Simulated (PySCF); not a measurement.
ClH5SSi2, SMILES S([SiH2]Cl)[SiH3]. Atoms are numbered in the order given.

```xyz
9

Si    -1.9557     0.3137    -0.3886
S     -0.3209    -0.8328    -1.2183
Si     1.2917     0.1777    -0.2591
Cl     1.0300     0.2195     1.7952
H     -2.3502    -0.2049     0.9502
H     -1.5540     1.7471    -0.2782
H     -3.0855     0.1622    -1.3468
H      1.3859     1.5942    -0.7027
H      2.5249    -0.5850    -0.5802
```
Charge 0, spin multiplicity 1.

Geometry: PBE0-D3(BJ)/def2-SVP. The structure was generated by enumeration, and PubChem lists no compound with its InChIKey, so it may never have been made. Other conformers were not sampled.

Two levels are set side by side: PBE/pcSseg-1 (PySCF) and PBE0/pcSseg-1 (PySCF). GIAO shifts against H2S (³³S), HCl (³⁵Cl), TMS (²⁹Si), TMS (¹H) at the same level; non-relativistic, no solvent, atoms listed together averaged. Without spin–orbit terms, shifts of atoms bonded to Cl or Br come out too high at both levels. Differences are taken from unrounded values.

```tsv
quantity	PBE0
δ(²⁹Si) of Si1 (ppm)	-47.0
δ(³³S) of S2 (ppm)	-44.6
δ(²⁹Si) of Si3 (ppm)	5.5
δ(³⁵Cl) of Cl4 (ppm)	20.8
δ(¹H) of H8, H9 (ppm)	5.94
```

### Question
What does PBE give, and how far is it from PBE0? (An estimate is asked for; the answer gives what the named calculation found.)

### Answer

```tsv
quantity	PBE	PBE minus PBE0
δ(²⁹Si) of Si1 (ppm)	-49.0	-1.9
δ(³³S) of S2 (ppm)	-22.9	21.7
δ(²⁹Si) of Si3 (ppm)	6.2	0.7
δ(³⁵Cl) of Cl4 (ppm)	40.9	20.1
δ(¹H) of H8, H9 (ppm)	6.17	0.23
```

Rough cost on one machine, each run with all the roots and properties that it gave: PBE0 against PBE within a factor of 2.
